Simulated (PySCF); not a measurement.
Run record: geometry optimisation, `C[CH](C)[SbH2]` (SbH2(iPr)).

Method: PBE0-D3(BJ)/def2-SVP geometry optimisation, gas phase, def2 core potentials past Kr (PySCF 2.14.0). Start geometry: GFN2-xTB. The input is one job of a driver script: a line of settings, then coordinates in Å.

Input:
```
{"job": {"xc": "PBE0", "basis": "def2-SVP", "d3": "d3bj", "grid": 1, "maxiter": 30, "shake": 0.03, "kind": "geom"}, "charge": 0, "multiplicity": 1}
Sb     1.004990     1.583250     0.884550
H      2.312630     1.604820    -0.124510
H      0.224840     2.817670    -0.208210
C      0.118710     0.023780    -0.261360
C     -1.479350    -0.048360    -0.002890
C      0.677870    -1.282850     0.092400
H      0.209170     0.227980    -1.307740
H     -1.895190     0.937210    -0.238780
H     -1.667340    -0.221770     1.138760
H     -1.955600    -0.818930    -0.531150
H      0.238880    -2.121890    -0.460330
H      1.776120    -1.249440    -0.083720
H      0.464900    -1.503590     1.125170
```

Output:
```
step   0  E = -359.71868035  max force = 0.076105
step   1  E = -359.73788281  max force = 0.014905
step   2  E = -359.73950937  max force = 0.004346
step   3  E = -359.73979075  max force = 0.001522
step   4  E = -359.73982573  max force = 0.000666
step   5  E = -359.73983423  max force = 0.000244
optimisation converged
```

Energies in Eh; «max force» is the largest Cartesian gradient component in Eh/bohr.

Task: Give the first gradient maximum in eV/Å.

Result: With 1 Eh/bohr = 51.422 eV/Å, 3.913 eV/Å.

Summary of the converged run: final energy -359.73983 Eh after 5 steps; dipole 0.96 D.

Task: Where do the atoms end?

Result: 0.072 Å rms from the input after alignment:
```
atom  x, y, z in Å
Sb1    0.9739    1.6528    0.8529
H2     2.3879    1.6323   -0.1258
H3     0.2625    2.8664   -0.1350
C4     0.0210    0.0000   -0.2546
C5    -1.4743   -0.0136    0.0216
C6     0.6923   -1.3166    0.1061
H7     0.1968    0.2229   -1.3182
H8    -1.9627    0.9270   -0.2768
H9    -1.6886   -0.1793    1.0907
H10   -1.9663   -0.8299   -0.5360
H11    0.2528   -2.1490   -0.4710
H12    1.7730   -1.3058   -0.1056
H13    0.5625   -1.5594    1.1740
```

Time: 31 s of wall time; peak memory 0.46 GiB. Hardware: one thread, Arm Neoverse V2 (aarch64), no GPU, shared host.
Labels such as C1 count atoms from 1, the log's own numbers from 0.
